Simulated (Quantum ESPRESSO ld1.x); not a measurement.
Q: Coherent X-ray form factor from a spherical all-electron density. All-electron calculation, scalar-relativistic Kohn-Sham, PW91, spin-unpolarised, spherical densities, point nucleus. Program: ld1.x of Quantum ESPRESSO 7.5.

sin(theta)/lambda (1/angstrom),f0 (electrons)
0.05,37.543
0.1,36.264
0.15,34.395
0.2,32.217
0.25,29.973
0.3,27.833
0.4,24.171
0.5,21.357
0.6,19.134
0.8,15.503
1,12.421
1.25,9.448
1.5,7.528
2,5.677

The species is in the configuration that NIST lists as its ground one. Which atom or ion scatters so?

A: The niobium ion Nb3+, [Kr] 4d2. Extrapolating in s^2 from the first two rows gives f0(0) = 38.0, near the electron count 38; among species with that count, the fall with angle is slower the higher Z, and the table is that of Z = 41; from so few rows the species is fixed only to a neighbour or two.
